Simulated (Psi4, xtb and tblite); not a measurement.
Relaxed torsion scan: 4,4'-bipyridine, SMILES c1nccc(-c2ccncc2)c1 (C10H8N2). Scanned: dihedral C2–C3–C4–C5; all other coordinates were relaxed at GFN2-xTB. Points at φ and −φ are mirror images. Heavy atoms are numbered in the order of the SMILES c1cc(-c2ccncc2)ccn1, hydrogens after them in the order of the atoms that carry them; the mirror image has the same energies with the sign of each dihedral reversed.

- GFN2-xTB (xtb and tblite)
- B3LYP-D3(BJ)/def2-TZVP // GFN2-xTB (Psi4)
- PBE-D3(BJ)/def2-TZVP // GFN2-xTB (Psi4)
- M06-2X/def2-TZVP // GFN2-xTB (Psi4)

Energies relative to the lowest point of each profile, in kJ/mol:

| φ / ° | GFN2-xTB | B3LYP-D3(BJ)/def2-TZVP | PBE-D3(BJ)/def2-TZVP |
|---|---|---|---|
| -150 | 0.00 | 0.00 | 0.01 |
| -120 | 1.41 | 3.42 | 4.29 |
| -90 | 6.07 | 9.11 | 10.34 |
| -60 | 1.45 | 3.47 | 4.35 |
| -30 | 0.02 | 0.00 | 0.00 |
| 0 | 7.45 | 5.01 | 4.50 |
| 30 | 0.02 | 0.00 | 0.00 |
| 60 | 1.45 | 3.47 | 4.35 |
| 90 | 6.07 | 9.11 | 10.34 |
| 120 | 1.41 | 3.42 | 4.29 |
| 150 | 0.00 | 0.00 | 0.01 |
| 180 | 7.45 | 5.01 | 4.50 |

Problem. Predict the corresponding M06-2X/def2-TZVP column.

Solution. -150: 0.00; -120: 3.28; -90: 9.49; -60: 3.33; -30: 0.01; 0: 6.53; 30: 0.01; 60: 3.33; 90: 9.49; 120: 3.28; 150: 0.00; 180: 6.53 (kJ/mol).
